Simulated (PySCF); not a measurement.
Radial density of Sr⁻ (strontium, charge -1)

UHF, [Kr] 4d1 5s2, 2D determinant. Calculation: PySCF 2.14, in aug-cc-pVTZ-X2C (8s7p5d2f, 68 functions); scalar relativity by spin-free X2C-1e.

```tsv
r (bohr)	4πr²ρ (e/bohr)	4πr²(ρα − ρβ)
0.0430	42.07	0.0000
0.0723	42.94	-0.0001
0.122	57.64	-0.0002
0.204	37.96	0.0001
0.344	39.65	-0.0003
0.579	27.29	0.0000
0.973	7.959	-0.0011
1.64	5.282	0.0014
2.75	0.9684	-0.0002
4.63	0.4820	0.0067
7.79	0.1130	0.0356
13.1	0.1290	0.1279
22.0	0.002061	0.0021
```

Densities and radii are taken from the X2C orbitals without a picture-change correction, which distorts them close to the nucleus.

The configuration of this anion was assumed by filling the next shell in order. It is not the known or likely ground configuration (Ca⁻, Sr⁻ and Ba⁻, for instance, bind a p electron), so these values are not the electron affinity of the element. At UHF the highest occupied level has a positive energy, so only the finite basis holds that electron.
